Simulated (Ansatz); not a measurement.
Job for Ansatz (a first-principles code): U-CCSD(T)/def2-QZVPP on GaO, 2S+1 = 2, a spin state set in the input, which need not be the lowest, a point of a bond scan (R = 1.712 Å). Files ending in .json are basis or fitting sets from the Basis Set Exchange.

Ansatz 0.2 input:
```yaml
crystal:
  periodic: [false, false, false]
  atoms:
    - {symbol: O, position_ang: [0.00000000, 0.00000000, 0.00000000]}
    - {symbol: Ga, position_ang: [0.00000000, 0.00000000, 1.71198800]}
basis:
  gaussian:
    orbitals: def2-QZVPP.json
    pivot_positions_ang: [[0.00000000, 0.00000000, 0.00000000], [0.00000000, 0.00000000, 1.71198800]]
magnetization: {spin_polarized: true, initial_magnetization: 1}
correlation: {method: ccsd_t, electrons: valence}
output: {orbitals: {seedname: ./end}}
```

Output:

```
WARN ansatz: RAYON_NUM_THREADS=2 ignored (pool sized by the plan → 2); use --threads N
Functional definition: HF
integrals: 0.53 GiB planned
1058 factors; integrals over basis functions are off by at most 3.6e-4 eV
mean field: 0.59 GiB planned
mean field evaluation 1: about -54365.3355 eV, gradient 3.8e1 eV
mean field evaluation 2: about -54365.3357 eV, gradient 3.8e1 eV
mean field evaluation 4: about -54371.6915 eV, gradient 3.8e0 eV
mean field evaluation 8: about -54372.1945 eV, gradient 9.7e-1 eV
mean field evaluation 16: about -54372.2690 eV, gradient 2.8e-6 eV
mean field evaluation 32: about -54372.6032 eV, gradient 5.8e-4 eV
mean field evaluation 64: about -54372.2690 eV, gradient 3.7e-6 eV
mean field evaluation 96: about -54372.5579 eV, gradient 2.7e0 eV
mean field evaluation 128: about -54367.2125 eV, gradient 2.3e1 eV
mean field evaluation 160: about -54371.1978 eV, gradient 7.2e-1 eV
mean field evaluation 192: about -54372.5014 eV, gradient 7.2e-1 eV
mean field evaluation 224: about -54372.5028 eV, gradient 3.7e0 eV
mean field evaluation 256: about -54369.7866 eV, gradient 2.1e0 eV
mean field evaluation 288: about -54372.6030 eV, gradient 7.9e-6 eV
mean field evaluation 320: about -54372.6030 eV, gradient 5.5e-4 eV
mean field evaluation 352: about -54365.7003 eV, gradient 2.9e1 eV
mean field evaluation 384: about -54370.7175 eV, gradient 3.4e0 eV
mean field evaluation 416: about -54372.2849 eV, gradient 9.6e0 eV
mean field evaluation 448: about -54369.8245 eV, gradient 9.5e-4 eV
mean field evaluation 480: about -54371.2075 eV, gradient 1.7e-1 eV
mean field evaluation 512: about -54370.9723 eV, gradient 2.3e0 eV
mean field evaluation 544: about -54371.2019 eV, gradient 2.4e-1 eV
mean field evaluation 576: about -54371.1918 eV, gradient 2.5e-1 eV
mean field evaluation 608: about -54371.2356 eV, gradient 4.9e-1 eV
mean field evaluation 640: about -54371.2296 eV, gradient 3.5e-1 eV
mean field evaluation 672: about -54368.6884 eV, gradient 9.5e-1 eV
mean field evaluation 704: about -54368.4724 eV, gradient 8.7e-3 eV
mean field evaluation 736: about -54369.0999 eV, gradient 2.4e1 eV
mean field evaluation 768: about -54366.8769 eV, gradient 7.8e-1 eV
mean field evaluation 800: about -54369.2977 eV, gradient 5.4e0 eV
mean field evaluation 832: about -54366.3958 eV, gradient 2.0e-3 eV
mean field evaluation 864: about -54366.3119 eV, gradient 5.2e-3 eV
mean field evaluation 896: about -54366.4858 eV, gradient 8.6e-4 eV
mean field evaluation 928: about -54367.8971 eV, gradient 6.9e0 eV
mean field evaluation 960: about -54368.7020 eV, gradient 2.6e-3 eV
mean field evaluation 992: about -54372.6029 eV, gradient 7.4e-2 eV
mean field evaluation 1024: about -54368.7749 eV, gradient 8.4e0 eV
mean field evaluation 1056: about -54360.3029 eV, gradient 1.6e1 eV
mean field evaluation 1088: about -54366.2082 eV, gradient 1.7e1 eV
mean field evaluation 1120: about -54371.4391 eV, gradient 9.7e0 eV
mean field evaluation 1152: about -54372.6030 eV, gradient 5.1e-4 eV
mean field evaluation 1184: about -54372.2690 eV, gradient 1.1e-2 eV
mean field evaluation 1216: about -54371.2127 eV, gradient 2.1e-1 eV
mean field evaluation 1248: about -54371.2014 eV, gradient 2.5e-1 eV
mean field evaluation 1280: about -54371.2067 eV, gradient 2.0e-1 eV
mean field evaluation 1312: about -54371.1493 eV, gradient 7.7e-1 eV
mean field evaluation 1344: about -54371.2021 eV, gradient 2.4e-1 eV
mean field evaluation 1376: about -54371.2017 eV, gradient 2.4e-1 eV
mean field evaluation 1408: about -54372.2965 eV, gradient 2.0e0 eV
mean field evaluation 1440: about -54368.0804 eV, gradient 5.1e0 eV
mean field evaluation 1472: about -54359.9795 eV, gradient 1.7e1 eV
mean field evaluation 1504: about -54368.6671 eV, gradient 7.2e-3 eV
mean field -54372.60318549 eV, -1998.1563119925 hartree, gradient 2.8e-6 eV, S^2 0.772373; 23 other end points of the search recorded, 0 dependent functions left out
determinant -54372.60318549 eV, -1998.1563119925 hartree, with singles and doubles -54390.04392902 eV, -1998.7972474955 hartree
determinant -54372.60300565 eV, -1998.1563053836 hartree, with singles and doubles -54390.04284317 eV, -1998.7972075914 hartree
determinant -54372.26895867 eV, -1998.1440293837 hartree, with singles and doubles -54390.39934245 eV, -1998.8103086981 hartree
determinant -54369.82449040 eV, -1998.0541968316 hartree, with singles and doubles -54386.23876267 eV, -1998.6574102116 hartree
determinant -54368.70203433 eV, -1998.0129473317 hartree, with singles and doubles -54386.11537577 eV, -1998.6528758263 hartree
determinant -54368.66732057 eV, -1998.0116716245 hartree, with singles and doubles -54385.88731850 eV, -1998.6444948764 hartree
determinant -54372.60318549 eV, -1998.1563119925 hartree, with singles and doubles -54389.89707917 eV, -1998.7918508633 hartree
determinant -54372.60300565 eV, -1998.1563053836 hartree, with singles and doubles -54389.89776921 eV, -1998.7918762216 hartree
determinant -54372.26895867 eV, -1998.1440293837 hartree, with singles and doubles -54390.30922999 eV, -1998.8069971264 hartree
10 core orbitals not correlated
reference -54372.26895867 eV, -1998.1440293837 hartree; 10, 9 occupied and 126, 127 virtual orbitals, 1058 factors
second order -18.26197852 eV of doubles, -0.00000000 eV of singles
coupled cluster: 1.46 GiB planned
cycle   1  -18.04027013 eV  change    1.2e-6 eV  update   2.4e-6
perturbative correction -0.71424347 eV, -0.0262479635 hartree
Total energy: -54391.02347228 eV, -1998.8332450464 hartree
```

The calculation finished and met its thresholds.

Cost: around 9 core-minutes (rough).
